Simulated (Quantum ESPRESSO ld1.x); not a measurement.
The run below uses ld1.x (Quantum ESPRESSO 7.5).

```
 &input
    zed=24.0,
    iswitch=1,
    rel=1,
    lsd=1,
    dft='PW',
    config='[Ne] 3s2 3p5 3d3 4s0 4p0 4d0 4f0',
    prefix='ld1',
    max_out_wfc=37,
    file_charge='ld1.rho',
 /
```

Standard output:

```
     Program LD1 v.7.5 starts

     --------------------------- All-electron run ----------------------------

     scalar relativistic calculation

     atomic number is 24.00
     dft =PW   lsd =1 sic =0 latt =0  beta=0.20 tr2=1.0E-14
     Exchange-correlation= PW
                           (   1   4   0   0   0   0   0)
     mesh =1973 r(mesh) =  99.28020 a.u. xmin = -8.00 dx = 0.00800
     1 Ry =  13.60569312 eV, c = 137.03599908

     n l     nl                  e(Ry)          e(Ha)          e(eV)
     1 0     1S 1( 1.00)      -436.0208      -218.0104     -5932.3653
     2 0     2S 1( 1.00)       -53.7018       -26.8509      -730.6502
     2 1     2P 1( 3.00)       -45.9763       -22.9881      -625.5388
     3 0     3S 1( 1.00)        -9.9415        -4.9707      -135.2608
     3 1     3P 1( 3.00)        -7.8092        -3.9046      -106.2489
     3 2     3D 1( 3.00)        -4.4710        -2.2355       -60.8304
     4 0     4S 1( 0.00)        -3.0457        -1.5229       -41.4394
     4 1     4P 1( 0.00)        -2.4880        -1.2440       -33.8515
     4 2     4D 1( 0.00)        -1.6838        -0.8419       -22.9090
     4 3     4F 1( 0.00)        -1.1443        -0.5721       -15.5687
     1 0     1S 2( 1.00)      -435.9842      -217.9921     -5931.8675
     2 0     2S 2( 1.00)       -53.5429       -26.7714      -728.4881
     2 1     2P 2( 3.00)       -45.8367       -22.9183      -623.6398
     3 0     3S 2( 1.00)        -9.5517        -4.7758      -129.9573
     3 1     3P 2( 2.00)        -7.4304        -3.7152      -101.0951
     3 2     3D 2( 0.00)        -4.1172        -2.0586       -56.0169
     4 0     4S 2( 0.00)        -2.9224        -1.4612       -39.7609
     4 1     4P 2( 0.00)        -2.3872        -1.1936       -32.4789
     4 2     4D 2( 0.00)        -1.6177        -0.8089       -22.0103
     4 3     4F 2( 0.00)        -1.1118        -0.5559       -15.1262

     final scf error:  9.1E-16 reached in  28 iterations

     Etot =   -2086.415935 Ry,   -1043.207967 Ha,  -28387.134935 eV
     Total magnetization:    4.00 Bohr mag.

     Ekin =    2106.834042 Ry,    1053.417021 Ha,   28664.937435 eV
     Encl =   -4893.213368 Ry,   -2446.606684 Ha,  -66575.559471 eV
     Eh   =     789.579456 Ry,     394.789728 Ha,   10742.775771 eV
     Exc  =     -89.616064 Ry,     -44.808032 Ha,   -1219.288671 eV

     normalization and overlap integrals

     s(1S/1S) =  1.000000  <r> =   0.0637  <r2> =    0.0055  r(max) =   0.0417
     s(1S/2S) = -0.002645
     s(1S/3S) = -0.000999
     s(1S/4S) = -0.000430
     s(2S/2S) =  1.000000  <r> =   0.2939  <r2> =    0.1021  r(max) =   0.2441
     s(2S/3S) = -0.000561
     s(2S/4S) = -0.000235
     s(2P/2P) =  1.000000  <r> =   0.2602  <r2> =    0.0834  r(max) =   0.1983
     s(2P/3P) = -0.000449
     s(2P/4P) = -0.000183
     s(3S/3S) =  1.000000  <r> =   0.8739  <r2> =    0.8770  r(max) =   0.7664
     s(3S/4S) = -0.000137
     s(3P/3P) =  1.000000  <r> =   0.9125  <r2> =    0.9719  r(max) =   0.7788
     s(3P/4P) = -0.000112
     s(3D/3D) =  1.000000  <r> =   1.0038  <r2> =    1.2288  r(max) =   0.7542
     s(3D/4D) = -0.000070
     s(4S/4S) =  1.000000  <r> =   2.1736  <r2> =    5.3137  r(max) =   2.0016
     s(4P/4P) =  1.000000  <r> =   2.4014  <r2> =    6.5198  r(max) =   2.2033
     s(4D/4D) =  1.000000  <r> =   2.9760  <r2> =   10.1521  r(max) =   2.7345
     s(4F/4F) =  1.000000  <r> =   3.6414  <r2> =   15.0616  r(max) =   3.1580
     s(1S/1S) =  1.000000  <r> =   0.0637  <r2> =    0.0055  r(max) =   0.0417
     s(1S/2S) = -0.002650
     s(1S/3S) = -0.000990
     s(1S/4S) = -0.000415
     s(2S/2S) =  1.000000  <r> =   0.2934  <r2> =    0.1017  r(max) =   0.2441
     s(2S/3S) = -0.000557
     s(2S/4S) = -0.000228
     s(2P/2P) =  1.000000  <r> =   0.2597  <r2> =    0.0830  r(max) =   0.1967
     s(2P/3P) = -0.000445
     s(2P/4P) = -0.000177
     s(3S/3S) =  1.000000  <r> =   0.8793  <r2> =    0.8889  r(max) =   0.7664
     s(3S/4S) = -0.000132
     s(3P/3P) =  1.000000  <r> =   0.9214  <r2> =    0.9927  r(max) =   0.7850
     s(3P/4P) = -0.000107
     s(3D/3D) =  1.000000  <r> =   1.0326  <r2> =    1.3095  r(max) =   0.7664
     s(3D/4D) = -0.000067
     s(4S/4S) =  1.000000  <r> =   2.2307  <r2> =    5.5956  r(max) =   2.0502
     s(4P/4P) =  1.000000  <r> =   2.4767  <r2> =    6.9307  r(max) =   2.2749
     s(4D/4D) =  1.000000  <r> =   3.0997  <r2> =   11.0048  r(max) =   2.8690
     s(4F/4F) =  1.000000  <r> =   3.8176  <r2> =   16.4695  r(max) =   3.3399

     ------------------------ End of All-electron run ------------------------
```

Run on one thread of a shared host, so times are rough (Intel(R) Xeon(R) Processor @ 2.60GHz): 0.81 s of CPU time, 1.4 s wall, 28 iterations on 1973 mesh points.
